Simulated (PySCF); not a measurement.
**Electron correlation in Ru (ruthenium, neutral)**

[Kr] 4d7 5p1, one real determinant (an excited configuration). All numbers are calculated (PySCF 2.14, the spin-free X2C one-electron Hamiltonian (Gaussian nucleus), in x2c-TZVPPall with one added diffuse shell each of s, p, d, f type (9s7p7d3f1g, 95 functions)). Frozen: [Ar] 3d10; 16 electrons correlated.

MP2 pair energies summed by pair of shells (mhartree):

```csv
pair,energy,share (%)
4p-4d,-168.67,36.3
4d-4d,-157.55,33.9
4p-4p,-61.69,13.3
4s-4p,-28.40,6.1
4s-4d,-26.47,5.7
4d-5p,-13.89,3.0
4s-4s,-4.68,1.0
4p-5p,-2.54,0.5
4s-5p,-0.18,0.0
```

Total MP2 correlation energy: -464.07 mhartree.

Same-spin part -154.37 and opposite-spin part -309.70 mhartree; SCS-MP2 scales them by 1/3 and 6/5 to -423.10 mhartree.

The reference is one real determinant that mixes LS terms of this configuration.

This basis was not built for core-valence correlation, so the inner-shell part is incomplete.
